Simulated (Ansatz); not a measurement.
`C[SiH2][GeH3]` and `C[SiH2]N` differ in one atom or group.

Ansatz, PBE0-D4/def2-TZVP geometries, multiplicity 1. Each molecule was computed in one conformer, which needn't be the lowest.

Scalar relativity is left out up to krypton.

```
                                                                                  property  `C[SiH2][GeH3]`
                                                     LUMO energy (ωB97M-V/def2-TZVPP) / eV             1.88
                                            zero-point energy (PBE0-D4/def2-TZVP) / kJ/mol            201.5
ideal-gas entropy at 298 K and 1 bar (rigid rotor, harmonic PBE0-D4/def2-TZVP) / J/(mol·K)              341
                                            size of the dipole moment (PBE/def2-TZVPP) / D             1.04
                                                        HOMO energy (PBE0/def2-TZVPP) / eV            -7.96
                                                     HOMO energy (ωB97M-V/def2-TZVPP) / eV           -10.00
```

(1) What does the change do to each property? (Best estimate.)

Results:

(1) The calculation gave: 
| property | `C[SiH2]N` | shift |
| --- | --- | --- |
| LUMO energy (ωB97M-V/def2-TZVPP) / eV | 2.14 | 0.26 |
| zero-point energy (PBE0-D4/def2-TZVP) / kJ/mol | 207.8 | 6.3 |
| ideal-gas entropy at 298 K and 1 bar (rigid rotor, harmonic PBE0-D4/def2-TZVP) / J/(mol·K) | 304 | -37 |
| size of the dipole moment (PBE/def2-TZVPP) / D | 1.51 | 0.47 |
| HOMO energy (PBE0/def2-TZVPP) / eV | -7.19 | 0.77 |
| HOMO energy (ωB97M-V/def2-TZVPP) / eV | -9.55 | 0.45 |

With PBE0 the HOMO rises by 0.77 eV and the LUMO rises by 0.41 eV, so the gap narrows by about 0.36 eV. PBE moves the HOMO by 1.07 eV and ωB97M-V by 0.45 eV. The zero-point energy changes by 6.3 kJ/mol with -3 modes. Dipoles are sizes alone; their direction can turn.
